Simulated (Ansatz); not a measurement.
`C[Se][GeH3]` and `C[Se][GeH2][BH][InH2]` differ in one atom or group.

Ansatz, PBE0-D4/def2-TZVP geometries, multiplicity 1. Each molecule was computed in one conformer, which needn't be the lowest.

Elements past krypton have def2 core potentials. Scalar relativity is left out up to krypton.

| property | `C[Se][GeH3]` |
| --- | --- |
| HOMO energy (ωB97M-V/def2-TZVPP) / eV | -8.63 |
| size of the dipole moment (PBE/def2-TZVPP) / D | 1.29 |
| HOMO energy (B3LYP/def2-TZVPP) / eV | -6.25 |
| HOMO energy (PBE/def2-TZVPP) / eV | -5.34 |
| HOMO–LUMO gap (B3LYP/def2-TZVPP) / eV | 5.80 |
| size of the dipole moment (ωB97M-V/def2-TZVPP) / D | 1.34 |

(1) What does the change do to each property? (An estimate is asked.)

## Answers

(1) Ansatz gave: 
```
                                          property  `C[Se][GeH2][BH][InH2]`  shift
             HOMO energy (ωB97M-V/def2-TZVPP) / eV                    -8.79  -0.16
    size of the dipole moment (PBE/def2-TZVPP) / D                     2.50   1.21
               HOMO energy (B3LYP/def2-TZVPP) / eV                    -6.55  -0.30
                 HOMO energy (PBE/def2-TZVPP) / eV                    -5.69  -0.35
             HOMO–LUMO gap (B3LYP/def2-TZVPP) / eV                     3.67  -2.13
size of the dipole moment (ωB97M-V/def2-TZVPP) / D                     2.68   1.34
```

With PBE0 the HOMO falls by 0.25 eV and the LUMO falls by 2.53 eV, so the gap narrows by about 2.28 eV. PBE moves the HOMO by -0.35 eV and ωB97M-V by -0.16 eV. The zero-point energy changes by 42.9 kJ/mol with +12 modes. Dipoles are sizes alone; their direction can turn.

B3LYP here is the variant with VWN-RPA as its local correlation; programs differ in this.

Spin–orbit coupling is left out; it splits and shifts lone-pair levels of the heavy atoms by tenths of an eV.
